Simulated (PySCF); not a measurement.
**Checking a proposed structure**

A compound C₈H₁₆ gives the data below (simulated from a calculation) and was assigned the structure `C[C@@H]1CCCC[C@H]1C`.

$^{13}$C{$^{1}$H} NMR (computed): δ 39.0 (CH2, 4C), 36.6 (CH, 2C), 25.2 (CH3, 2C).

$^{1}$H NMR (400 MHz, computed): δ 1.71 (m, 4H), 1.09 (m, 2H), 0.96 (m, 6H), 0.88 (m, 4H).

Isolated molecule, relativity neglected, one averaged value for each set of equivalent atoms, one conformer. NMR shieldings at PBE0/pcSseg-1/GIAO; geometry: GFN2-xTB; PySCF 2.14.

Shifts are taken against calculated references (same method and geometry level): TMS for $^{1}$H (σ = 31.72 ppm) and $^{13}$C (σ = 186.93 ppm).

**Question.** Compare with the shifts computed for the proposed structure, pairing carbons in order of shift.

**Answer.** Structure with atom numbers: `[CH3:1][C@@H:2]1[CH2:3][CH2:4][CH2:5][CH2:6][C@H:7]1[CH3:8]` (H(Xn): hydrogen on atom n).

| atom | computed for proposal | given list | difference |
| --- | --- | --- | --- |
| C2 | 42.9 | 39.0 | +3.9 |
| C7 | 42.9 | 39.0 | +3.9 |
| C3 | 39.7 | 39.0 | +0.7 |
| C6 | 39.7 | 39.0 | +0.7 |
| C4 | 31.2 | 36.6 | -5.4 |
| C5 | 31.2 | 36.6 | -5.4 |
| C1 | 22.8 | 25.2 | -2.4 |
| C8 | 22.8 | 25.2 | -2.4 |

The rms difference is 3.6 ppm and the largest -5.4 ppm at C4 (sp3 CH2 in a ring). The proposal also would give 4 carbon signals, not 3. The carbon types in order of shift don't match either: CH, CH, CH2, CH2, CH2, CH2, CH3, CH3 for the proposal against CH2, CH2, CH2, CH2, CH, CH, CH3, CH3 in the data. The proposal doesn't fit.

**Question.** Which isomer fits?

**Answer.** trans-1,4-dimethylcyclohexane (SMILES [C@H]1(C)CC[C@H](C)CC1).

Carbon types of the structure: 2 × CH, 4 × CH2, 2 × CH3, which accounts for all hydrogens. δC 25.2: methyl carbon; saturated and bonded to C and H only. δH 1.71, 0.88: hydrogen on an sp3 CH2 in a ring; far from electronegative atoms and π systems. δH 1.09: hydrogen on an sp3 CH in a ring; far from electronegative atoms and π systems. δH 0.96: hydrogen on a methyl carbon; far from electronegative atoms and π systems.

Other isomers checked: CCC1CCCCC1 (rms 5.7 ppm).

The data come from this structure; uniqueness wasn't tested.

Shifts are as computed. Against solution values, carbons near 30 ppm lie about +3 ppm off and those near 130 ppm about +5 ppm. Of 1211 compounds with measured shifts, 218 miss one by over three times the rms of a fit or turn the order of signals round; such compounds aren't used in these exercises. No couplings were computed; multiplicities are counted from neighbouring protons, with m where these are inequivalent, close in shift, in a saturated or five-membered ring or joined by F or P, and br s for small geminal =CH2 splittings.
